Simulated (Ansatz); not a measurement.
B(NMe2)(OH)(SH) (C₂H₈BNOS), SMILES B(O)(N(C)C)S. Atoms are numbered in the order given.

```xyz
14

B      0.0418     0.5477     0.1522
N     -0.7454    -0.5531    -0.2523
C     -2.1797    -0.4359    -0.4183
C     -0.2310    -1.8727    -0.5334
H     -2.4813    -0.6781    -1.4553
H     -2.7165    -1.1332     0.2531
H     -2.5053     0.5864    -0.1908
H     -0.6818    -2.6306     0.1358
H     -0.4546    -2.1771    -1.5739
H      0.8589    -1.9108    -0.3990
O     -0.5775     1.7525     0.3864
H      0.0195     2.4538     0.6614
S      1.8727     0.3088     0.3476
H      2.1523     1.5771     0.7144
```

Coordinates come from a r2SCAN-D4/def2-SVP optimisation. Other conformers were not sampled.

Two levels are set side by side: PBE-D3(BJ)/def2-SVP (Ansatz, a quantum-chemistry and plane-wave program) and r2SCAN-D4/def2-SVP (Ansatz). Each level has its own optimised geometry; the coordinates shown are those of the second. Differences are taken from unrounded values.

| quantity | r2SCAN-D4 |
|---|---|
| mean bond length (Å) | 1.267 |
| bond B1–N2 (Å) | 1.412 |
| bond B1–O11 (Å) | 1.375 |
| bond B1–S13 (Å) | 1.857 |
| bond N2–C3 (Å) | 1.449 |
| bond N2–C4 (Å) | 1.444 |
| bond C3–H5 (Å) | 1.107 |
| bond C3–H6 (Å) | 1.107 |
| bond C3–H7 (Å) | 1.097 |
| bond C4–H8 (Å) | 1.107 |
| bond C4–H9 (Å) | 1.107 |
| bond C4–H10 (Å) | 1.099 |
| bond O11–H12 (Å) | 0.961 |
| bond S13–H14 (Å) | 1.350 |

**Question.** What does PBE-D3(BJ) give, and how far is it from r2SCAN-D4? (Estimate from the structure and the level; the computed values follow.)

**Answer.** 
```json
[
 {"quantity": "mean bond length (Å)", "PBE-D3(BJ)": "1.274", "PBE-D3(BJ) minus r2SCAN-D4": "0.007"},
 {"quantity": "bond B1–N2 (Å)", "PBE-D3(BJ)": "1.419", "PBE-D3(BJ) minus r2SCAN-D4": "0.007"},
 {"quantity": "bond B1–O11 (Å)", "PBE-D3(BJ)": "1.383", "PBE-D3(BJ) minus r2SCAN-D4": "0.009"},
 {"quantity": "bond B1–S13 (Å)", "PBE-D3(BJ)": "1.862", "PBE-D3(BJ) minus r2SCAN-D4": "0.005"},
 {"quantity": "bond N2–C3 (Å)", "PBE-D3(BJ)": "1.452", "PBE-D3(BJ) minus r2SCAN-D4": "0.003"},
 {"quantity": "bond N2–C4 (Å)", "PBE-D3(BJ)": "1.447", "PBE-D3(BJ) minus r2SCAN-D4": "0.004"},
 {"quantity": "bond C3–H5 (Å)", "PBE-D3(BJ)": "1.115", "PBE-D3(BJ) minus r2SCAN-D4": "0.008"},
 {"quantity": "bond C3–H6 (Å)", "PBE-D3(BJ)": "1.115", "PBE-D3(BJ) minus r2SCAN-D4": "0.008"},
 {"quantity": "bond C3–H7 (Å)", "PBE-D3(BJ)": "1.105", "PBE-D3(BJ) minus r2SCAN-D4": "0.008"},
 {"quantity": "bond C4–H8 (Å)", "PBE-D3(BJ)": "1.115", "PBE-D3(BJ) minus r2SCAN-D4": "0.008"},
 {"quantity": "bond C4–H9 (Å)", "PBE-D3(BJ)": "1.114", "PBE-D3(BJ) minus r2SCAN-D4": "0.007"},
 {"quantity": "bond C4–H10 (Å)", "PBE-D3(BJ)": "1.107", "PBE-D3(BJ) minus r2SCAN-D4": "0.008"},
 {"quantity": "bond O11–H12 (Å)", "PBE-D3(BJ)": "0.970", "PBE-D3(BJ) minus r2SCAN-D4": "0.009"},
 {"quantity": "bond S13–H14 (Å)", "PBE-D3(BJ)": "1.361", "PBE-D3(BJ) minus r2SCAN-D4": "0.011"}
]
```

Here PBE gives about what the other level gives.
